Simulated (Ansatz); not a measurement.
BF₂H₆NSi₂, SMILES `FB(F)N([SiH3])[SiH3]`. The species carries charge 0 and has multiplicity 1.

```xyz
12

F    -0.026    0.504   -2.617
B     0.200    0.932   -1.383
F     0.615    2.192   -1.257
N     0.023    0.127   -0.239
Si    0.367    0.826    1.337
Si   -0.522   -1.539   -0.298
H     0.105   -0.253    2.324
H     1.785    1.250    1.429
H    -0.523    1.979    1.611
H    -1.765   -1.678    0.504
H     0.517   -2.420    0.293
H    -0.776   -1.920   -1.704
```

(1) What are the harmonic wavenumbers in cm⁻¹ at PBE0-D4/def2-TZVP (Ansatz, finite differences of forces, unscaled)? (Best estimate.)

(2) Is this a minimum?

(3) Give the ideal-gas thermochemistry at 298.15 K and 1 bar (rigid rotor, harmonic oscillator; point group Cs, symmetry number 1).

(4) And at 400, 500, 600, 800 and 1000 K?

## Answers

(1) The calculation gave: 41, 92, 124, 147, 182, 184, 401, 407, 584, 657, 661, 692, 718, 744, 931, 943, 944, 953, 956, 975, 985, 1021, 1395, 1449, 2229, 2232, 2238, 2247, 2250, 2269.

(2) Yes, all 30 modes are real.

(3) Zero-point energy 177.3 kJ/mol; H(298) − E = 202.6 kJ/mol; entropy 388.5 J/(mol·K), of which translation 169.1, rotation 118.8, vibration 100.7; G(298) − E = 86.7 kJ/mol. Modes under 100 cm⁻¹ are hindered rotations or soft bends, so the harmonic entropy is rough.

(4) 
| T (K) | H − E (kJ/mol) | S (J/mol/K) | G − E (kJ/mol) |
| --- | --- | --- | --- |
| 400 | 217.3 | 430.8 | 45.0 |
| 500 | 234.2 | 468.3 | 0.0 |
| 600 | 252.9 | 502.4 | -48.6 |
| 800 | 294.6 | 562.2 | -155.2 |
| 1000 | 340.3 | 613.1 | -272.9 |
